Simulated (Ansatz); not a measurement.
`B[Si](F)(F)[SiH3]` + NH₃ → `N[Si](F)(F)[SiH3]` + BH₃  (cleavage of the Si–B bond)

Gas-phase electronic energies from Ansatz, PBE0-D4/def2-TZVP geometries. CCSD(T)/CBS adds triple-zeta CCSD(T) − MP2 to the extrapolated MP2 energy (def2 sets, frozen cores). This one scheme is used for every species. Functionals use def2-TZVPP. Each species was taken in one conformer, which may not be the lowest.

Q: Is it downhill or uphill in electronic energy at CCSD(T)/CBS, and by how much? (An estimate is asked.)

A: Ansatz gave: Downhill: ΔE = -24.0 kcal/mol.

Q: What do these levels give: r2SCANh-D4, ωB97X-V, BHLYP, CAM-B3LYP, MP2/def2-QZVPP, SCS-MP2/def2-QZVPP? (Estimate.)

A: Ansatz gave: r2SCANh-D4 -23.8, ωB97X-V -23.9, BHLYP -25.7, CAM-B3LYP -25.1, MP2/def2-QZVPP -26.1, SCS-MP2/def2-QZVPP -25.9 kcal/mol.

Largest T1 diagnostic among the species: 0.013.

At CCSD(T), def2-SVP lies +1.2 kcal/mol from the extrapolated value and def2-TZVPP −0.0 kcal/mol. Leaving LDA and LC-ωPBE aside and taking each functional with its dispersion term where it has one, the values, not all of them listed here, spread over 6.0 kcal/mol, from BHLYP-D4 to PBE-D4. LDA lies −2.2 kcal/mol from PBE without D4. From r2SCAN to r2SCAN0 (25 % exact exchange), in def2-TZVPP and without D4, ΔE moves by −1.1 kcal/mol.
